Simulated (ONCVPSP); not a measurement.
# Which change was made? (C, ONCV)

```
Element                 : carbon
Generator               : ONCVPSP 4.0.1
Type                    : optimised norm-conserving Vanderbilt (ONCV)
Functional              : LDA (Perdew-Zunger)
Relativity              : scalar-relativistic
Frozen core             : [He]
Valence charge          : 4
Reference configuration : 2s2 (charge +2)
Partial waves           : 2s: rc 1.05 bohr, ncon 4, nbas 8, qcut 5.2 1/bohr, 2 projectors, debl 1.3 Ha; p scattering state at 0.03 Ha: rc 0.90 bohr, ncon 4, nbas 8, qcut 8.9 1/bohr, 2 projectors, debl 0.8 Ha; d scattering state at 0.47 Ha: rc 0.80 bohr, ncon 3, nbas 7, qcut 10 1/bohr, 2 projectors, debl 0.5 Ha
Local potential         : polynomial inside 0.55 bohr (lpopt 5, dvloc0 1 Ha)
Core correction         : none
```

In the s channel the program set the typed energies aside and used -1.476, 0.250 Ha. In the p channel the program set the typed energies aside and used 0.050, 0.850 Ha.

Cutoffs, loose and tight: the cutoffs (Ha) at which the residual kinetic energy of the hardest occupied pseudo-wave falls to 1 and 0.1 mHa per electron. They do not see the model core or the augmentation charge, which bear on the density cutoff. Test errors are all-electron minus pseudo excitation energies from the reference, over the configurations 2s2 2p2; 2s2 2p1; 2s1; 2s1 2p2; variants that change the core or the reference have their own tests.

The base gives: outcome: generated, projector energies reset by the program; cutoff, loose: 64 Ha; cutoff, tight: 146 Ha; bound ghosts: none; GHOST(+) flags above zero: p, d; largest test error (meV): +116.

**Question.** After one change the result is: outcome: generated, projector energies reset by the program; cutoff, loose: 37 Ha; cutoff, tight: 139 Ha; bound ghosts: none; GHOST(+) flags above zero: d; largest test error (meV): +114. Which change was it?
A. s: qcut 5.6; p: qcut 9.6; d: qcut 10.8
B. core correction Teter function, fcfact 3, rcfact 1.25
C. reference 2s2 2p2; wave p scattering state at 0.03 Ha: rc 0.90 bohr, ncon 4, nbas 8, qcut 8.9 1/bohr, 2 projectors, debl 0.8 Ha becomes 2p: rc 0.80 bohr, ncon 4, nbas 8, qcut 10 1/bohr, 2 projectors, debl 0.8 Ha

**Answer.** A. The others give: core correction Teter function, fcfact 3, rcfact 1.25 → outcome: generated, projector energies reset by the program; cutoff, loose: 64 Ha; cutoff, tight: 146 Ha; bound ghosts: none; GHOST(+) flags above zero: p, d; largest test error (meV): +60 | reference 2s2 2p2; wave p scattering state at 0.03 Ha: rc 0.90 bohr, ncon 4, nbas 8, qcut 8.9 1/bohr, 2 projectors, debl 0.8 Ha becomes 2p: rc 0.80 bohr, ncon 4, nbas 8, qcut 10 1/bohr, 2 projectors, debl 0.8 Ha → outcome: generated; cutoff, loose: 44 Ha; cutoff, tight: 150 Ha; bound ghosts: none; GHOST(+) flags above zero: p, d; largest test error (meV): +291.
